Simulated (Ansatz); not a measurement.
Computed with Ansatz on PBE0-D4/def2-TZVP structures; ΔE is electronic, products minus reactants. CCSD(T)/CBS adds triple-zeta CCSD(T) − MP2 to the extrapolated MP2 energy (def2 sets, frozen cores). DFT in def2-TZVPP. B3LYP here is the variant with VWN-RPA as its local correlation; programs differ in this. For Se outer-core shells are correlated without core-valence functions, which leaves a few kJ/mol of doubt a bond. Scalar relativity is left out up to krypton. Each species was taken in one conformer, which may not be the lowest.

Consider the ligand exchange at the Si–Se bond: `C[Se][SiH](O)F` + `O[SiH](O)O` → `O[SiH](O)O[SiH](O)F` + `C[SeH]`.

`C[Se][SiH](O)F`:

Z-matrix (Å, degrees):
```
C
Se 1 1.962
H 1 1.088 2 106.1
H 1 1.087 2 110.5 3 118.9
H 1 1.088 2 110.3 3 -118.5
Si 2 2.254 1 95.1 3 -179.1
F 6 1.594 2 104.9 1 -178.3
O 6 1.630 2 112.9 1 60.7
H 6 1.475 2 114.0 1 -59.0
H 8 0.960 6 117.4 2 47.6
```

`O[SiH](O)O`:

```xyz
8

O     0.342    1.549   -0.420
Si   -0.264    0.050   -0.213
O    -0.296   -0.460    1.346
O     0.692   -1.023   -0.989
H     1.288    1.665   -0.309
H    -1.632    0.126   -0.763
H    -0.885   -0.010    1.953
H     0.754   -1.898   -0.604
```

`O[SiH](O)O[SiH](O)F`:

Z-matrix (Å, degrees):
```
Si
O 1 1.633
O 1 1.643 2 108.9
O 1 1.623 2 108.7 3 122.1
H 1 1.471 2 113.7 3 -119.8
H 2 0.960 1 117.7 3 29.6
Si 3 1.615 1 142.8 2 -6.7
H 4 0.958 1 118.2 2 -38.2
O 7 1.618 3 112.1 1 -136.5
F 7 1.603 3 105.9 1 -16.1
H 7 1.466 3 113.2 1 101.7
H 9 0.958 7 119.9 3 39.7
```

`C[SeH]`:

```xyz
6

C     0.275    0.413    0.228
Se    0.006   -1.047   -1.034
H    -0.481    1.182    0.091
H     1.256    0.827    0.001
H     0.270    0.041    1.250
H    -1.326   -1.415   -0.536
```

```tsv
level	ΔE (kcal/mol)	difference from CCSD(T)/CBS
PBE-D4	-13.6	3.9
r2SCAN-D4	-17.1	0.4
PBE0-D4	-15.3	2.2
B3LYP-D4	-18.3	-0.8
ωB97X-V	-17.9	-0.4
ωB97M-V	-17.9	-0.4
B2PLYP	-18.5	-1.0
PBE	-13.7	3.8
r2SCAN	-17.0	0.5
PBE0	-15.4	2.1
B3LYP	-18.5	-1.0
HF/def2-TZVPP	-23.2	-5.7
MP2/def2-TZVPP	-17.3	0.2
SCS-MP2/def2-TZVPP	-18.7	-1.2
CCSD/def2-TZVPP	-19.5	-2.0
CCSD(T)/def2-TZVPP	-18.6	-1.1
HF/def2-QZVPP	-23.8	-6.3
MP2/def2-QZVPP	-16.9	0.6
SCS-MP2/def2-QZVPP	-18.4	-0.9
HF/CBS(def2)	-23.9	-6.4
MP2/CBS(def2)	-16.2	1.3
CCSD/CBS(def2)	-18.4	-0.9
CCSD(T)/CBS	-17.5	0
```

Largest T1 diagnostic among the species: 0.012.

In def2-TZVPP, CCSD(T) changes the Hartree–Fock value by +4.5 kcal/mol (the triples alone add +0.9 kcal/mol) and MP2 by +5.8 kcal/mol. From PBE to PBE0 (25 % exact exchange), in def2-TZVPP and without D4, ΔE moves by −1.7 kcal/mol.
